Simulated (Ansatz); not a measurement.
Computed with Ansatz on PBE0-D4/def2-TZVP structures; ΔE is electronic, products minus reactants. CCSD(T)/CBS adds triple-zeta CCSD(T) − MP2 to the extrapolated MP2 energy (def2 sets, frozen cores). This one scheme is used for every species. DFT in def2-TZVPP. For Ge outer-core shells are correlated without core-valence functions, which leaves a few kJ/mol of doubt a bond. Scalar relativity is left out up to krypton. Each species was taken in one conformer, which may not be the lowest.

Consider the formal hydrolysis of a Ge–N bond: `B[NH][GeH]([CH3])[F]` + H₂O → `[CH3][GeH]([OH])[F]` + `BN`.

CCSD(T)/CBS gives -0.26 eV.

(1) Another level gave -0.31 eV. Which?
A. PBE0-D4/def2-TZVPP
B. RPA@PBE/def2-TZVPP
C. r2SCAN/def2-TZVPP
D. BLYP/def2-TZVPP

Largest T1 diagnostic among the species: 0.012.

Answers

(1) A. PBE0-D4 -0.31, r2SCAN -0.38, RPA@PBE/def2-TZVPP -0.27, BLYP -0.43 eV.

At CCSD(T), def2-SVP lies −0.10 eV from the extrapolated value and def2-TZVPP −0.02 eV. The D4 term adds +0.07 eV with B3LYP and +0.04 eV with PBE0; it sums over pairs of atoms, weighted by their polarisabilities, and B3LYP, whose exchange is more repulsive, gets the larger term. In def2-TZVPP, CCSD(T) changes the Hartree–Fock value by +0.12 eV (the triples alone add +0.01 eV) and MP2 by +0.12 eV.

B3LYP here is the variant with VWN-RPA as its local correlation; programs differ in this.
